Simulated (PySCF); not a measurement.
# A search over the determinants of AsF⁺

Unrestricted PBE0; As cc-pVTZ-PP with ECP10, F cc-pVTZ; scalar-relativistic core potentials (PySCF 2.14). Outer shells of the fragments: As+ 3d10 4s2 4p2; F 2s2 2p5.

Followed along the bond (rough minima from three points):

| 2Ms+1 | unpaired | ⟨S²⟩ at the start | R at minimum (Å) | Te (eV) |
| --- | --- | --- | --- | --- |
| 2 | π ↑ | 0.75 | 1.66 | 0.00 |
| 4 | σ ↑, π ↑↑ | 3.76 | 1.93 | 4.66 |

Solutions found at the starting distance of 1.890 Å, counted from the lowest of them; the search is not exhaustive and high or unbound solutions are not listed, so other states can lie among these:

| 2Ms+1 | unpaired | term | E (eV) | ⟨S²⟩ | ⟨Lz²⟩ | μ (D) |
| --- | --- | --- | --- | --- | --- | --- |
| 2 | π ↑ | ²Π | 0.00 | 0.75 | 1.01 | -3.37 |
| 2 | σ ↑ | ²Σ⁺ | 3.16 | 0.76 | 0.00 | -3.01 |
| 4 | σ ↑, π ↑↑ | ⁴Σ⁻ | 3.96 | 3.76 | 0.00 | -1.39 |
| 4 | π ↑↑↑ | ⁴Π | 3.96 | 3.76 | 1.00 | 0.68 |
| 2 | π ↑↑↓ | mixed | 4.36 | 1.76 | 3.03 | 0.68 |
| 2 | σ ↓, π ↑↑ | mixed | 4.52 | 1.77 | 0.00 | -0.74 |
| 4 | σ ↑, π ↑↑ | mixed | 6.19 | 3.75 | 2.01 | 0.86 |
| 4 | σ ↑↑, π ↑ | ⁴Π | 6.26 | 3.75 | 1.00 | -0.81 |
| 4 | σ ↑, π ↑↑ | mixed | 6.34 | 3.75 | 2.01 | 0.85 |

A term symbol is given only where ⟨S²⟩ and ⟨Lz²⟩ are close to those of a pure state; real π, δ and φ orbitals otherwise mix terms. A positive dipole points towards F; it is taken about the centre of mass and depends on that origin.

Q: Compare the gap between the two lowest followed solutions at the starting distance with the gap between their minima.

A: At PBE0 the second solution (quartet, unpaired electrons σ ↑, π ↑↑) lies +3.96 eV from the first (doublet, unpaired electrons π ↑) at 1.890 Å and +4.66 eV at the minima; the two curves relax by different amounts, since their minima lie near 1.93 and 1.66 Å.

Spin–orbit coupling is left out. Counting both spins, an empty level lies below a filled one in some of these solutions, because spin and occupation are held.
